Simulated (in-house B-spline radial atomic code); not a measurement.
A fraction x of an electron is moved 2p → 3d in the calcium ion Ca²⁺, starting from [Ne] 3s2 3p6 and keeping the highest spin. Method: scalar-relativistic (X2C) AM05, spin-polarised, spherical fractional occupations, Fermi nucleus of rms radius 3.4776 fm. Calculated with a radial B-spline atomic code at the basis-set limit.

| x | E(x) - E(0) (eV) | 2p down level (eV) | 3d up level (eV) |
| --- | --- | --- | --- |
| 0 | 0.0000 | -349.612 | - |
| 0.125 | 41.9383 | -353.568 | -16.314 |
| 0.25 | ? | ? | ? |
| 0.375 | 127.1176 | -361.356 | -17.199 |
| 0.5 | ? | ? | ? |
| 0.625 | 214.0051 | -368.977 | -18.058 |
| 0.75 | 258.0783 | -372.724 | -18.479 |
| 0.875 | 302.5650 | -376.429 | -18.895 |
| 1 | 347.4604 | -380.092 | -19.306 |

**Question.** What belongs in the row x = 0.25?

**Answer.** An energy change of 84.3122 eV; 2p down at -357.483 eV, 3d up at -16.760 eV.

**Question.** What belongs in the row x = 0.5?

**Answer.** An energy change of 170.3501 eV; 2p down at -365.188 eV, 3d up at -17.631 eV.

**Question.** Check Janak's theorem between x = 0.625 and 0.75.

**Answer.** The slope of the energy is 352.59 eV; the orbital levels give 352.58 eV (ε of the receiving orbital less ε of the emptying one, averaged over the two points).
